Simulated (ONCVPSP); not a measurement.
## Varying the ONCV potential for C

Base potential:

carbon (C), optimised norm-conserving Vanderbilt (ONCV), made with ONCVPSP 4.0.1 (PBE, scalar-relativistic). Core [He], reference 2s2 2p1 (charge +1). Waves: 2s: rc 1.05 bohr, ncon 5, nbas 8, qcut 7.5 1/bohr, 2 projectors, debl 0.7 Ha; 2p: rc 2.10 bohr, ncon 5, nbas 8, qcut 6.9 1/bohr, 2 projectors, debl 1.2 Ha; d scattering state at 0.43 Ha: rc 2.20 bohr, ncon 5, nbas 10, qcut 5.2 1/bohr, 2 projectors, debl 0.9 Ha. Local part: polynomial inside 0.80 bohr (lpopt 4, dvloc0 0 Ha). Core correction: Teter function, fcfact 3.75, rcfact 1.1.

In the s channel the program set the typed energies aside and used -0.947, 0.250 Ha.

Cutoffs, loose and tight: the cutoffs (Ha) at which the residual kinetic energy of the hardest occupied pseudo-wave falls to 1 and 0.1 mHa per electron. They do not see the model core or the augmentation charge, which bear on the density cutoff. Test errors are all-electron minus pseudo excitation energies from the reference, over the configurations 2s2 2p2; 2s2 2p0; 2s1 2p0; 2s0 2p4. A dash means not determined; rows that change the core or the reference have their own tests.

| change | outcome | cutoff, loose | cutoff, tight | bound ghosts | GHOST(+) flags above zero | largest test error (meV) |
| --- | --- | --- | --- | --- | --- | --- |
| base | generated, projector energies reset by the program | 21 Ha | 27 Ha | none | none | +386 |
| p: qcut 4.4 | generated, projector energies reset by the program | 32 Ha | 42 Ha | none | none | +580 |
| p: qcut 6.1 | generated, projector energies reset by the program | 21 Ha | 27 Ha | none | none | +424 |
| p: qcut 6.7 | generated, projector energies reset by the program | 21 Ha | 27 Ha | none | none | +395 |
| p: qcut 7.7 | generated, projector energies reset by the program | 21 Ha | 27 Ha | none | none | +365 |
| p: qcut 8.7 | generated, projector energies reset by the program | 21 Ha | 27 Ha | none | none | +348 |
| p: qcut 9.4 | generated, projector energies reset by the program | 21 Ha | 27 Ha | none | none | +343 |
| p: qcut 10.3 | generated, projector energies reset by the program | 21 Ha | 27 Ha | none | none | +343 |

Task: What comes out with this change to the base: p: qcut 5.1?

Result: outcome: generated, projector energies reset by the program; cutoff, loose: 21 Ha; cutoff, tight: 37 Ha; bound ghosts: none; GHOST(+) flags above zero: none; largest test error (meV): +501.

Reading the sweep of the qcut of the p channel (base included, trends over the rows without a ghost): The loose cutoff falls from 32 Ha at 4.4 to 21 Ha at 10.3 1/bohr. The median size of the test errors (rows with all tests solved) is not monotonic: lowest 100.4 meV at 9.4 1/bohr, highest 188.7 meV at 4.4 1/bohr.
